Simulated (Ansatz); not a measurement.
Counterpoise correction, worked out

The pair of OH⁻ (SMILES [OH-], atoms 1–2) and CH3I (SMILES CI, atoms 3–7), both closed shells, in one local arrangement (a lower one may exist), relaxed at PBE0-D4/def2-TZVPD:

O1  (-0.104, -0.413, -3.067)
H2  (-0.006, 0.491, -3.379)
C3  (0.029, 0.004, 1.521)
I4  (-0.034, -0.180, -0.722)
H5  (-0.315, -0.931, 1.968)
H6  (1.052, 0.208, 1.842)
H7  (-0.623, 0.821, 1.837)
(Å)

Program: Ansatz 0.2.0. Basis: def2-TZVPPD. Cores are frozen in the correlated methods. Filled d shells of the heavier atoms are correlated. Core potentials replace the inner electrons of the atoms past krypton. The def2 sets are not built for correlating such inner shells, so the correlated values are less sure here.

CCSD(T) total energies in eV:

| system | geometry | basis functions | energy |
| --- | --- | --- | --- |
| pair | pair | all | -11230.68556 |
| OH⁻ | as in the pair | all (partner as ghosts) | -2060.10969 |
| CH3I | as in the pair | all (partner as ghosts) | -9169.59751 |
| OH⁻ | as in the pair | its own | -2060.08394 |
| CH3I | as in the pair | its own | -9169.54485 |
| OH⁻ | free (PBE0-D4 minimum) | its own | -2060.08428 |
| CH3I | free (PBE0-D4 minimum) | its own | -9169.66399 |

Problem. Work out the interaction energy with and without the counterpoise correction, the superposition error, and the binding energy from the relaxed fragments.

Solution. Without correction: -11230.68556 − (-2060.08394) − (-9169.54485) = -1.05677 eV.
With correction (each fragment in the whole basis): -11230.68556 − (-2060.10969) − (-9169.59751) = -0.97836 eV = -22.56 kcal/mol.
The superposition error is the difference, 0.07841 eV, 7 % of the uncorrected value: each fragment borrows its partner's functions.
Deformation from the free shapes: 0.00034 eV for OH⁻ and 0.11914 eV for CH3I.
Binding energy from relaxed fragments: -0.97836 + 0.00034 + 0.11914 = -0.85888 eV = -19.81 kcal/mol (electronic, without zero-point energy; negative means bound). For comparison, the corrected interaction energy by CCSD(T) at an estimated basis limit (MP2 extrapolated from triple and quadruple zeta, plus CCSD(T) − MP2 in triple zeta) is -1.110 eV; triple zeta with the correction binds less.

T1 diagnostic: at most 0.026.

For scale, one of the runs: CCSD(T)/def2-TZVPPD, 204 basis functions, launched by `ansatz run in.yaml --threads 4 --pin off --events-out ev --progress --plain --max-ram 9574MiB`. The run took 24 s on 4 CPU threads of an Intel Xeon 6975P-C (shared host), with 3.3 GiB of host memory at its peak.
